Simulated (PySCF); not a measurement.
## C₆ coefficients of unlike pairs at PBE0

Calculated with PySCF 2.14 from the dipole response of each species, C₆(A,B) = (3/π) ∫ α_A(iu) α_B(iu) du, in atomic units, from isotropic polarisabilities. For ions this is the dispersion term alone; charge-induced terms of lower order in 1/R come first.

```json
{"species": "O²⁺", "configuration": "[He] 2s2 2p2 (3P)", "basis": "dyall-av3z (15s9p3d2f)", "relativity": "none", "α (bohr³)": "1.746", "C₆ (like pair)": "2.322"}
{"species": "S⁺", "configuration": "[Ne] 3s2 3p3 (4S)", "basis": "dyall-av3z (19s12p3d2f)", "relativity": "spin-free X2C", "α (bohr³)": "10.81", "C₆ (like pair)": "53.15"}
{"species": "Co", "configuration": "[Ar] 3d7 4s2 (4F)", "basis": "def2-QZVPPD (11s6p5d4f2g)", "relativity": "none", "α (bohr³)": "58.89", "C₆ (like pair)": "511.4"}
{"species": "Rh", "configuration": "[Kr] 4d8 5s1 (4F)", "basis": "aug-cc-pwCVTZ-PP with ECP28MDF (8s8p7d4f3g)", "relativity": "core potential", "α (bohr³)": "57.18", "C₆ (like pair)": "493.7"}
```

Estimate C₆ for Rh with O²⁺.

The integral gives 28.29. The combination rule 2 C_A C_B / (C_A α_B/α_A + C_B α_A/α_B) gives 25.17 and the geometric mean 33.86.

No spin-orbit coupling is included.

The other pairs:

| pair | C₆ |
| --- | --- |
| Co, O²⁺ | 26.87 |
| Rh, Co | 499.7 |
| S⁺, O²⁺ | 10.62 |
| Co, S⁺ | 146.8 |
| Rh, S⁺ | 149.7 |
